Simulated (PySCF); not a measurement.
- shieldings: GIAO PBE0/pcSseg-1
- geometry: GFN2-xTB
- code: PySCF 2.14
- no solvent model, equivalent nuclei averaged, non-relativistic Hamiltonian, one computed conformer

δ = σ(ref) − σ, references computed at the same level: 1H (31.72 ppm) and 13C (186.93 ppm) vs TMS. Shifts are as computed. Against solution values, carbons near 30 ppm lie about +3 ppm off and those near 130 ppm about +5 ppm; carbons on Cl a further +6 ppm. Of 1211 compounds with measured shifts, 218 miss one by over three times the rms of a fit or turn the order of signals round; such compounds aren't used in these exercises. Carbons bonded to Cl come out too deshielded.

(1) Order these molecules by the shift of their most deshielded carbon-bound hydrogen, lowest δ first.
A. C#Cc1cpc([SiH3])n1C
B. CC(C)C1=C(F)[C@@H]1C
C. CC1CC(=CCF)C1
D. CO/C(C(=O)Cl)=C(\C)Cl
E. C=P1(CC)CCPCC1

(2) Order these molecules by the shift of their most deshielded carbon, lowest δ first.
A. CC1CC(=CCF)C1
B. C#Cc1cpc([SiH3])n1C
C. C=P1(CC)CCPCC1
D. CC(C)C1=C(F)[C@@H]1C

(3) How many 13C and 1H signals does each give (equivalence by symmetry and fast rotation, but not about amide C–N or C=N bonds)? `CO/C(C(=O)Cl)=C(\C)Cl`, `C=P1(CC)CCPCC1`, `CC(C)C1=C(F)[C@@H]1C`, `C#Cc1cpc([SiH3])n1C`, `CC1CC(=CCF)C1`

Answers

(1) B (2.47 ppm, hydrogen on an allylic sp3 CH), D (3.77 ppm, hydrogen on a methyl carbon bonded to O), E (4.23 ppm, hydrogen on an sp3 CH2 bonded to P), C (5.90 ppm, hydrogen on an alkene CH), A (8.05 ppm, hydrogen on an aromatic CH).

(2) C (38.3 ppm, sp3 CH2 bonded to P), A (148.4 ppm, fully substituted alkene carbon), D (158.6 ppm, fully substituted alkene carbon), B (164.7 ppm, substituted aromatic carbon next to a ring nitrogen).

(3) CO/C(C(=O)Cl)=C(\C)Cl: 5 C, 2 H; C=P1(CC)CCPCC1: 5 C, 8 H; CC(C)C1=C(F)[C@@H]1C: 7 C, 5 H; C#Cc1cpc([SiH3])n1C: 6 C, 4 H; CC1CC(=CCF)C1: 7 C, 8 H.
